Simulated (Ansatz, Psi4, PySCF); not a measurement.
C$_{2}$H$_{4}$O$_{2}$, charge -1, doublet, geometry from GFN2-xTB (a state made from the parent by changing its charge; the spin is typed, not shown lowest) (in this run its highest filled SCF level lies above zero, so its values depend strongly on the basis, on diffuse functions most of all). Base run: PBE/cc-pVDZ in PySCF.

Geometry (Å):
```xyz
8

C     -1.3569    -0.3470    -0.0147
O     -0.1162    -0.9210    -0.2052
C      1.0160     0.0766    -0.1573
O      0.7758     1.2570     0.2856
H     -1.9690    -0.3941    -0.9338
H     -1.9068    -0.8642     0.7904
H     -1.2139     0.7087     0.2667
H      1.8590    -0.5162     0.2657
```
Charge -1, spin multiplicity 2.
Orbitals are unrestricted.
All else is at PySCF's defaults.

The same geometry, method and basis name were run in Ansatz (a first-principles code) and Psi4 and PySCF, at each program's defaults and at the settings that a row names. The base is PySCF at its defaults. Differences at the defaults can come from grids, fitting, cores and function types together.

```
code and settings                                                                             ΔE vs base (mEh)  basis functions      E (Eh)  SCF cycles
--------------------------------------------------------------------------------------------  ----------------  ---------------  ----------  ----------
PySCF, defaults (exact integrals, its default grid, spherical functions)                                 0.000               76  -228.74318          12
Psi4, defaults (density fitting with its default set, its default grid, spherical functions)            -0.188               76  -228.74337          11
Ansatz, defaults (factorised integrals, its default grid, spherical functions)                          -0.004               76  -228.74319           -
PySCF, density fitting with def2-universal-jkfit                                                        -0.093               76  -228.74328          12
PySCF, fine grid                                                                                        -0.002               76  -228.74318          12
Psi4, exact integrals, spherical functions, fine grid                                                   -0.002               76  -228.74318          14
Ansatz, high accuracy                                                                                   -0.002               76  -228.74318           -
```

Open shells are given as the SCF converged; they aren't shown to be the lowest states, and a large step between rows can be another state.
